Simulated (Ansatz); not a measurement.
System: C5H11O (charge 0, doublet). It need not be the lowest isomer of its formula. 
Coordinates optimised at B3LYP-D3(BJ)/def2-TZVP (Ansatz, an electronic-structure program):
```xyz
17

C     -0.3624    -1.2473    -0.9446
C     -0.3690    -0.1547     0.0732
C     -1.0516     1.1071    -0.4650
C     -1.0768    -0.6297     1.3497
O      0.9728     0.1272     0.5187
C      1.8699     0.6104    -0.4608
H      0.2929    -2.0965    -0.8041
H     -1.0933    -1.2802    -1.7406
H     -0.5926     1.4509    -1.3920
H     -2.1035     0.9036    -0.6706
H     -0.9915     1.9072     0.2737
H     -2.1150    -0.8885     1.1413
H     -1.0507     0.1637     2.0990
H     -0.5685    -1.5050     1.7531
H      1.8877    -0.0285    -1.3506
H      1.6327     1.6342    -0.7698
H      2.8587     0.6067    -0.0040
```
Charge 0, spin multiplicity 2.

Quantity: atomisation energy (electronic, to ground-state atoms), in eV. Valence correlation only, unless marked. UHF or UKS for open shells. Spin-orbit coupling is left out. Non-relativistic unless marked X2C. The coupled-cluster limit lacks core correlation, which all-electron functionals hold. CBS(X,Y): correlation extrapolated as X^-3; Hartree-Fock from the larger set. [CCSD(T)-MP2]/basis is that difference in the basis named.

```tsv
level	program	atomisation energy (eV)	minus last row
HF/6-31G*	Ansatz	50.99	-17.49
B3LYP-D3(BJ)/def2-TZVPD	Ansatz + dftd3	68.55	0.07
B3LYP-D4/def2-TZVPD	Ansatz + dftd4	68.49	0.01
PBE0-D3(BJ)/def2-TZVPD	Ansatz + dftd3	68.91	0.43
PBE0/def2-QZVPP	Ansatz	68.68	0.20
BHLYP-D4/def2-TZVPD	Ansatz + dftd4	66.77	-1.71
r2SCAN0/def2-TZVPD	Ansatz	67.87	-0.61
LC-wPBE-D4/def2-TZVPD	Ansatz + dftd4	68.82	0.34
B2PLYP-D4/def2-TZVPD	Ansatz + dftd4	67.80	-0.68
RI-MP2/cc-pVTZ	Ansatz	67.63	-0.85
CCSD/6-31G	Ansatz	58.83	-9.65
CCSD/6-31G*	Ansatz	62.21	-6.27
CCSD(T)/cc-pwCVTZ	Ansatz	66.97	-1.51
X2C-CCSD(T)/cc-pVTZ-DK	Ansatz	66.88	-1.60
RI-MP2/CBS(cc-pVTZ,cc-pVQZ)+[CCSD(T)-MP2]/cc-pVTZ	Ansatz	68.48	0.00
```
